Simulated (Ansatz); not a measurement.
A nudged elastic band was laid between two geometries of Cl2H3InOS (8 atoms, charge 0, multiplicity 1).

These are results of RKS B3LYP-D4/def2-SVP (Ansatz 0.2.0), not measurements.

- movable images: 5
- climbing image: yes
- spring: 5.0 eV/Å²
- optimiser: quadratic models (default)
- start path: through a guess of the saddle point
- force threshold: 0.03 eV/Å
- iteration limit: 60
- end points: relaxed

Initial state:

```xyz
8
Properties=species:S:1:pos:R:3
In -0.086 -0.016 0.056
Cl 0.027 -0.749 2.316
O 1.497 -0.201 -1.151
H 2.257 -0.554 -0.667
Cl -2.250 0.106 -0.894
S -0.157 2.691 0.823
H -1.477 2.690 0.511
H -0.377 2.262 2.091
```

Final state:

```xyz
8
Properties=species:S:1:pos:R:3
In -0.030 0.634 -0.269
Cl -0.130 -0.036 2.599
O 1.781 -0.054 -0.752
H 1.737 -0.950 -1.117
Cl -1.997 -0.421 -1.046
S -0.199 2.888 0.665
H -1.549 2.893 0.561
H -0.179 1.274 2.444
```

(1) Which bonds break or form, and what moves?

(2) What energy profile does the band end with?

(3) What is the geometry of the highest image?

(4) What are the harmonic wavenumbers there?

Answers

(1) Bonds broken: In1–Cl2, S6–H8. Bonds formed: Cl2–H8.

(2) The run converged. The highest image is number 4 of 0 to 6, 59.5 kJ/mol above the first end and 10.2 kJ/mol above the last; the last end lies 49.3 kJ/mol above the first. A vibrational analysis at the climbing image gives one clearly imaginary mode, 491i cm⁻¹: a first-order saddle point. The orbitals stay closed-shell, which can raise the energy where a bond breaks towards radicals; this wasn't checked here.

```tsv
image	path coordinate (Å)	energy (kJ/mol)	In1–Cl2 (Å)	S6–H8 (Å)	Cl2–H8 (Å)
0	0.00	0.0	2.38	1.36	3.05
1	0.57	1.8	2.38	1.36	3.02
2	1.13	3.1	2.38	1.36	2.80
3	1.70	17.8	2.45	1.40	2.15
4	2.27	59.5	2.67	1.76	1.51
5	2.58	52.2	2.84	2.11	1.36
6	2.90	49.3	2.95	2.40	1.32
```

(3) 
```xyz
8
Properties=species:S:1:pos:R:3
In -0.034 0.435 -0.137
Cl -0.174 0.046 2.496
O 1.800 -0.052 -0.751
H 1.819 -0.927 -1.166
Cl -2.051 -0.347 -1.077
S -0.183 2.767 0.867
H -1.533 2.799 0.750
H -0.210 1.509 2.104
```

(4) 491i, 67, 78, 108, 124, 153, 199, 321, 348, 362, 468, 605, 611, 830, 939, 1148, 2663, 3814 cm⁻¹.

Time of the run: 92 s on 4 threads of Intel(R) Xeon(R) Platinum 8488C (Sapphire Rapids), on a shared host, peak memory 0.32 GiB.
